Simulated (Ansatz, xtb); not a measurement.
**Relative energy of two isomers of C5H3N3**

Structure a: `N#Cc1cncnc1`, a singlet. Structure b: `N#Cc1cnccn1`, a singlet. Both are isolated molecules in the gas phase, relaxed with B3LYP-D3(BJ)/def2-SVP.

Energies in hartree; the thermal terms are from GFN2-xTB frequencies at re-optimised GFN2-xTB minima (ideal gas, soft modes damped towards free rotors, one conformer each, 298.15 K, 1 atm) and include the zero-point energy:

```
                              a           b
E, CCSD(T)/def2-SVP  −355.317994  −355.310045
    E, MP2/def2-SVP  −355.240554  −355.235189
  E, MP2/def2-TZVPP  −355.879037  −355.872957
  zero-point energy     0.072207     0.071929
       H(298 K) − E     0.079441     0.079209
       G(298 K) − E     0.042275     0.041231
```

Problem. Correct the CCSD(T) difference for the basis set by the MP2 change, then work out ΔE, ΔE₀, ΔH and ΔG for a → b in kcal/mol (1 Eh = 627.51 kcal/mol) and the equilibrium ratio [b]/[a].

Solution. 1. Differences b − a: CCSD(T) +0.007949, MP2 in the small set +0.005365, MP2 in the large set +0.006080 Eh.
2. ΔE = +0.007949 + (+0.006080 − (+0.005365)) = +0.008664 Eh = +5.44 kcal/mol.
3. ΔE₀ = ΔE + ΔZPE = +0.008664 + (−0.000278) Eh = +5.26 kcal/mol.
4. ΔH = ΔE + (−0.000232) Eh = +5.29 kcal/mol.
5. ΔG = ΔE + (−0.001044) Eh = +4.78 kcal/mol, so ΔS = (ΔH − ΔG)/T = +7.2 J/(mol K).
6. kT = 0.9442 mEh, so K = [b]/[a] = exp(−ΔG/kT) = exp(−8.07) ≈ 3.1 × 10^−4.

Structure a is favoured at this temperature. An error of 1 kcal/mol in ΔG would change K by a factor of 5.4. Mirror images and further conformers aren't counted.

As drawn, both hold the same kinds of bond in the same numbers.

Other levels gave ΔE = +6.6 (GFN2-xTB); +2.9 (HF/STO-3G, GFN2-xTB geometries); +5.0 (r2SCAN-D4/def2-SVP, GFN2-xTB geometries); +4.6 (B3LYP-D3(BJ)/def2-SVP); +7.9 (HF/def2-SVP); +3.4 (MP2/def2-SVP); +5.0 (CCSD(T)/def2-SVP) kcal/mol. The correlated steps freeze 8 core orbitals. Programs: Ansatz 0.2.0, xtb 6.7.1.
